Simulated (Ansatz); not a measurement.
Steps of a relaxation of BrClH4Si2, SMILES `[SiH3][SiH](Cl)Br` with RKS PBE-D4/def2-SVP.

```sh
$ ansatz run in.yaml --threads 4 --pin off --events-out ev --progress --plain --max-ram 10444MiB
```

```yaml
crystal:
  periodic: [false, false, false]
  atoms:
    - {symbol: Si, position_ang: [-0.404200, 0.978600, 0.455700]}
    - {symbol: Si, position_ang: [0.487000, -0.865700, -0.470500]}
    - {symbol: Cl, position_ang: [1.425900, -1.971500, 0.944600]}
    - {symbol: Br, position_ang: [-0.979800, -2.125100, -1.427100]}
    - {symbol: H, position_ang: [-1.130400, 1.830900, -0.619100]}
    - {symbol: H, position_ang: [-1.463300, 0.699000, 1.482000]}
    - {symbol: H, position_ang: [0.608400, 1.890400, 1.081100]}
    - {symbol: H, position_ang: [1.548500, -0.493600, -1.502500]}
basis:
  gaussian: {orbitals: def2-SVP}
hamiltonian: {xc: pbe, dispersion: d4}
relax: {f_tol: 0.03, max_steps: 200}
```

Positions (Å) and forces (eV/Å) along the path, 6 of 6 steps:

```xyz
8
step=1 energy=-98350.3511 eV
Si   -0.404    0.979    0.456   -1.225    1.669    0.016
Si    0.487   -0.866   -0.470    1.370    0.402   -0.913
Cl    1.426   -1.972    0.945    0.588   -0.571    0.948
Br   -0.980   -2.125   -1.427   -1.073   -0.685   -0.676
H    -1.130    1.831   -0.619    0.385   -0.445    0.319
H    -1.463    0.699    1.482    0.038   -0.213    0.084
H     0.608    1.890    1.081    0.219   -0.088    0.030
H     1.548   -0.494   -1.502   -0.303   -0.070    0.192
8
step=2 energy=-98350.5510 eV
Si   -0.458    1.025    0.457   -0.139    0.267    0.015
Si    0.522   -0.867   -0.474    0.286    0.030   -0.021
Cl    1.492   -1.936    1.047   -0.119    0.049   -0.195
Br   -1.063   -2.079   -1.482   -0.040   -0.123   -0.004
H    -1.115    1.814   -0.664    0.081   -0.111    0.223
H    -1.470    0.638    1.507    0.062    0.033   -0.097
H     0.646    1.844    1.079   -0.097    0.001   -0.015
H     1.539   -0.495   -1.525   -0.035   -0.146    0.094
8
step=3 energy=-98350.5669 eV
Si   -0.461    1.046    0.465    0.019    0.052   -0.022
Si    0.529   -0.858   -0.488    0.103   -0.066    0.015
Cl    1.483   -1.954    1.013   -0.059    0.046   -0.038
Br   -1.048   -2.110   -1.479   -0.008    0.022    0.025
H    -1.125    1.833   -0.633   -0.008   -0.003    0.027
H    -1.473    0.653    1.505    0.024   -0.035   -0.029
H     0.622    1.883    1.095   -0.029   -0.016   -0.001
H     1.565   -0.550   -1.534   -0.042    0.000    0.023
8
step=4 energy=-98350.5699 eV
Si   -0.454    1.050    0.456    0.011   -0.007   -0.015
Si    0.537   -0.859   -0.490   -0.016    0.033    0.005
Cl    1.476   -1.944    1.021   -0.011    0.001    0.012
Br   -1.058   -2.101   -1.465   -0.007    0.008    0.015
H    -1.129    1.851   -0.624   -0.012   -0.015   -0.002
H    -1.460    0.617    1.484    0.003   -0.007   -0.002
H     0.613    1.892    1.101    0.001   -0.006    0.019
H     1.566   -0.563   -1.539    0.031   -0.007   -0.032
8
step=5 energy=-98350.5711 eV
Si   -0.450    1.052    0.452    0.013   -0.020   -0.011
Si    0.545   -0.852   -0.496   -0.049    0.037   -0.001
Cl    1.467   -1.930    1.028    0.019   -0.020    0.028
Br   -1.067   -2.087   -1.452   -0.006   -0.001    0.001
H    -1.134    1.852   -0.622   -0.006    0.001   -0.001
H    -1.452    0.595    1.474    0.001   -0.002   -0.001
H     0.608    1.893    1.111    0.000    0.007    0.009
H     1.575   -0.579   -1.550    0.029   -0.002   -0.023
8
step=6 energy=-98350.5713 eV
Si   -0.447    1.053    0.450   -0.004    0.005    0.005
Si    0.547   -0.849   -0.498    0.010   -0.012   -0.005
Cl    1.466   -1.927    1.032   -0.005    0.003   -0.004
Br   -1.073   -2.079   -1.449    0.000    0.003    0.004
H    -1.138    1.852   -0.620   -0.001    0.000   -0.002
H    -1.447    0.584    1.468   -0.002    0.000    0.001
H     0.603    1.898    1.117    0.001    0.001    0.001
H     1.581   -0.590   -1.554    0.000    0.002    0.001
```

Run time 7 s (4 threads of an Arm Neoverse V2 on a shared host); peak host memory 0.16 GiB.
